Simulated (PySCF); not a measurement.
# Dipole moment and polarisability of `CSc1oc(C=O)cp1`

Compound: C5H5O2PS.
Cartesian coordinates in Å at the GFN2-xTB level; atoms count from 1:
```
atom  x, y, z in Å
C1     3.1268   -0.3864    0.2159
S2     2.0172    1.0323    0.4309
C3     0.5035    0.2473    0.1041
O4    -0.5693    1.0305    0.1778
C5    -1.7013    0.3380   -0.0905
C6    -2.9574    1.0599   -0.0489
O7    -4.0414    0.5747   -0.2656
C8    -1.4922   -0.9898   -0.3731
P9     0.2007   -1.4247   -0.3065
H10    4.1330   -0.0233    0.3980
H11    2.8680   -1.1595    0.9341
H12    3.0387   -0.7632   -0.7995
H13   -2.8314    2.1283    0.2067
H14   -2.2955   -1.6646   -0.6055
```

Level: CAM-B3LYP/def2-SVPD (PySCF), static field, nuclei fixed, core orbitals frozen in the response. The polarisability tensor in these axes (au):

```
x   172.66  -4.64   9.19
y    -4.64 109.65   8.99
z     9.19   8.99  71.12
```

Q: What are the eigenvalues, a third of the trace, and Δα (Δα² = ½Σ(αi − αj)² over the three pairs)?

A: Principal values 68.17, 111.54 and 173.72 au; mean 117.81 au = 17.46 Å³ = 19.42 × 10⁻⁴⁰ C²·m²/J; Δα = 91.89 au (78 % of the mean).

Q: What is the dipole moment, and where does it point?

A: (4.18, -0.52, 0.29) D, 4.22 D in size, pointing from the negative to the positive side. Measured along this direction, the outermost atoms are O7 at the negative end and H10 at the positive end.

Q: What depolarisation ratio follows for Rayleigh scattering of linearly polarised light, taking the static tensor?

A: ρ = 3Δα²/(45ᾱ² + 4Δα²) = 25331.8/(624558 + 33775.7) = 0.0385.

Q: Find the Langevin capture rate constant for NH4+ (18.034 u) meeting this molecule (159.975 u), k = 2.342 × 10⁻⁹ cm³/s × √(α in Å³ / reduced mass in u).

A: The reduced mass is 16.21 u, so k = 2.43 × 10⁻⁹ cm³/s. The formula leaves out the permanent dipole, which adds to the capture rate.

Q: Orientational against electronic polarisability at 298 K (dilute gas, rigid molecules)?

A: In Gaussian units μ²/3kT = 144.55 Å³ against 17.46 Å³, a ratio of 8.28; the Debye molar polarisation (4π/3)N_A(α + μ²/3kT) is 408.7 cm³/mol, leaving out the vibrational part.

Geometry: GFN2-xTB, one conformer, isolated molecule.
